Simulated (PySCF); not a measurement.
**A ladder of Hamiltonians for Pr⁵⁵⁺ (praseodymium, charge +55)**

Occupied: 1s1/2, 2s1/2. Hartree-Fock calculated with PySCF 2.14 in an even-tempered Gaussian basis (19 s from 12 bohr⁻², ratio 2.3; 15 p from 14 bohr⁻², ratio 2.3), Gaussian nucleus throughout. NR is non-relativistic, sf-X2C the spin-free one-electron X2C Hamiltonian, X2C adds the bare one-electron spin-orbit term, X2C-SNSO screens it by Boettger's factors, DC is four-component Dirac-Coulomb, and the Gaunt and Breit terms are added at first order (total energies over the DC spinors, levels after relaxing the spinors in that mean field). QED terms are absent. Levels marked empty are virtual spinors of this ion.

```csv
Hamiltonian,E (hartree),E − E(DC) (hartree),CPU seconds
NR,-4259.2104,226.2212,0.78
sf-X2C,-4483.7040,1.7275,0.22
X2C,-4483.7040,1.7275,0.21
X2C-SNSO,-4483.7040,1.7275,0.21
DC,-4485.4315,0.0000,5.6
DC+Gaunt,-4481.8993,3.5322,11
DC+Breit,-4481.9729,3.4587,93
```

Task: Give the 2p spin-orbit interval with each Hamiltonian that has one.

Result: X2C 557.1; X2C-SNSO 537.0; DC 540.7; DC+Gaunt 532.7; DC+Breit 532.7 (eV).

| level (eV) | NR | sf-X2C | X2C | X2C-SNSO | DC | DC+Gaunt | DC+Breit |
| --- | --- | --- | --- | --- | --- | --- | --- |
| 1s1/2 | -45737.9 | -47985.5 | -47985.5 | -47985.5 | -48027.1 | -47942.3 | -47943.2 |
| 2s1/2 | -10972.6 | -11653.9 | -11653.9 | -11653.9 | -11658.6 | -11648.7 | -11649.7 |
| 2p1/2 (empty) | -10638.6 | -10897.2 | -11286.7 | -11272.0 | -11276.6 | -11258.4 | -11261.0 |
| 2p3/2 (empty) | -10638.6 | -10897.2 | -10729.6 | -10735.0 | -10735.9 | -10725.8 | -10728.3 |
| 3s1/2 (empty) | -4705.1 | -4934.1 | -4934.1 | -4934.1 | -4935.3 | -4932.6 | -4933.0 |

Weight of the small component: 1s1/2 0.0481, 2s1/2 0.0116, 2p1/2 0.0114, 2p3/2 0.0108, 3s1/2 0.00486.

Koopmans' value for the highest occupied level at DC+Breit: 11649.7 eV, against an ionisation energy of 11641 ± 5 eV (theoretical estimate listed by NIST; NIST Atomic Spectra Database, ionization energies); the former lacks relaxation, correlation, QED and recoil.

The whole ladder took 110 s of wall time on 1 thread of Intel(R) Xeon(R) Platinum 8375C CPU @ 2.90GHz (shared host), launched as `OMP_NUM_THREADS=1 python relrun2.py TASK.json OUT` (a driver that calls PySCF for each Hamiltonian).
